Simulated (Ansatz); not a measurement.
Si(OEt)2H2 (C4H12O2Si), relaxed as a singlet with RKS B3LYP-D4/def2-SVP in Ansatz, starting from the GFN2-xTB geometry. Force threshold 0.02 eV/Å.

Another isomer (singlet) lies 0.72 eV lower at PBE0-D4/def2-TZVP; other spin states weren't run for this one.

Start:

Cartesian coordinates in Å:
```
C 1.9654 -0.2828 -1.6849
C 3.0933 0.7285 -1.5555
C -2.2188 -0.2415 1.3422
C -2.3589 0.6701 2.5513
O 0.9949 -0.0274 -0.7175
O -0.9966 -0.0024 0.7163
Si -0.4227 -0.7726 -0.5734
H 2.3502 -1.3022 -1.5538
H 1.5153 -0.2262 -2.6838
H 3.8583 0.5361 -2.3033
H 2.7033 1.7333 -1.6919
H 3.5348 0.6614 -0.5650
H -3.0355 -0.0630 0.6318
H -2.2732 -1.2932 1.6502
H -3.3004 0.4780 3.0592
H -1.5363 0.4947 3.2397
H -2.3273 1.7095 2.2355
H -0.2742 -2.2158 -0.3398
H -1.2715 -0.5844 -1.7573
```

```json
{"step": "1", "energy (eV)": "-16309.6415", "largest force component (eV/Å)": "1.297", "SCF passes": "15"}
{"step": "2", "energy (eV)": "-16309.7935", "largest force component (eV/Å)": "0.717", "SCF passes": "19"}
{"step": "3", "energy (eV)": "-16309.8072", "largest force component (eV/Å)": "0.568", "SCF passes": "17"}
{"step": "4", "energy (eV)": "-16309.8256", "largest force component (eV/Å)": "0.174", "SCF passes": "18"}
{"step": "5", "energy (eV)": "-16309.8298", "largest force component (eV/Å)": "0.106", "SCF passes": "16"}
{"step": "6", "energy (eV)": "-16309.8373", "largest force component (eV/Å)": "0.052", "SCF passes": "17"}
{"step": "7 (rejected)", "energy (eV)": "-16309.8198", "largest force component (eV/Å)": "0.322", "SCF passes": "19"}
{"step": "8", "energy (eV)": "-16309.8437", "largest force component (eV/Å)": "0.043", "SCF passes": "17"}
{"step": "9", "energy (eV)": "-16309.8468", "largest force component (eV/Å)": "0.097", "SCF passes": "18"}
{"step": "10", "energy (eV)": "-16309.8501", "largest force component (eV/Å)": "0.092", "SCF passes": "18"}
{"step": "11", "energy (eV)": "-16309.8539", "largest force component (eV/Å)": "0.144", "SCF passes": "16"}
{"step": "13", "energy (eV)": "-16309.8627", "largest force component (eV/Å)": "0.241", "SCF passes": "19"}
{"step": "15", "energy (eV)": "-16309.8777", "largest force component (eV/Å)": "0.307", "SCF passes": "18"}
{"step": "17", "energy (eV)": "-16309.9087", "largest force component (eV/Å)": "0.323", "SCF passes": "17"}
{"step": "19", "energy (eV)": "-16309.9382", "largest force component (eV/Å)": "0.397", "SCF passes": "18"}
{"step": "21", "energy (eV)": "-16309.9863", "largest force component (eV/Å)": "0.132", "SCF passes": "17"}
{"step": "23", "energy (eV)": "-16310.0114", "largest force component (eV/Å)": "0.199", "SCF passes": "17"}
{"step": "25", "energy (eV)": "-16310.0197", "largest force component (eV/Å)": "0.050", "SCF passes": "18"}
{"step": "27 (rejected)", "energy (eV)": "-16310.0201", "largest force component (eV/Å)": "0.163", "SCF passes": "17"}
{"step": "29", "energy (eV)": "-16310.0263", "largest force component (eV/Å)": "0.100", "SCF passes": "18"}
{"step": "31", "energy (eV)": "-16310.0300", "largest force component (eV/Å)": "0.074", "SCF passes": "19"}
{"step": "33", "energy (eV)": "-16310.0320", "largest force component (eV/Å)": "0.065", "SCF passes": "13"}
{"step": "35", "energy (eV)": "-16310.0329", "largest force component (eV/Å)": "0.015", "SCF passes": "19"}
```

Force components are those of the run's own axes.

End:

```csv
atom,x (Å),y (Å),z (Å)
C1,1.846,-0.358,-1.258
C2,1.789,1.071,-0.737
C3,-2.013,0.041,1.032
C4,-0.912,0.593,1.926
O5,0.922,-1.212,-0.604
O6,-1.604,-0.083,-0.321
Si7,-0.700,-1.328,-0.949
H8,2.851,-0.783,-1.095
H9,1.668,-0.368,-2.352
H10,2.550,1.693,-1.236
H11,0.800,1.521,-0.919
H12,1.979,1.097,0.348
H13,-2.887,0.713,1.045
H14,-2.357,-0.939,1.418
H15,-1.280,0.716,2.958
H16,-0.042,-0.083,1.947
H17,-0.570,1.574,1.561
H18,-1.142,-2.612,-0.342
H19,-0.897,-1.255,-2.421
```

By distances, no bond broke or formed. The bond that changes most is O5–Si7, from 1.61 to 1.66 Å (atoms count from 1).

The force fell under the threshold at step 26, but the optimiser went on and released 0.011 eV more. No frequencies were taken in this run, so the end may be a saddle point.

Hardware: 4 threads of Arm Neoverse V2 on a shared host. Wall time 96 s.
